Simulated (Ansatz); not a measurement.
Cartesian coordinates in Å:
```
N -0.970 0.080 1.475
In 0.219 0.147 -0.151
S 0.484 -1.755 -1.557
S 1.531 2.085 -0.571
H -1.280 0.969 1.842
H -1.756 -0.553 1.435
H -0.370 -2.506 -0.841
H 2.142 1.533 -1.632
```

The species carries charge 0 and has multiplicity 1. In takes the def2 core potential.

Task: List the B3LYP/def2-TZVPP orbital energies in eV (Ansatz 0.2.0). (Estimate.)

Result: Ansatz gave: Occupied: -2417.89, -2417.86, -389.27, -215.88, -215.85, -160.42, -160.40, -160.36, -160.33, -160.24, -160.22, -127.61, -84.25, -84.09, -84.01, -23.15, -21.59, -21.54, -21.26, -21.20, -20.81, -19.41, -19.14, -13.08, -12.05, -11.18, -10.68, -9.02, -8.13, -7.77, -7.14, -7.11. Lowest empty: -1.64, -0.89, -0.03, 0.11, 0.22, 1.43, 1.72, 2.35.

B3LYP here is the variant with VWN-RPA as its local correlation; programs differ in this.
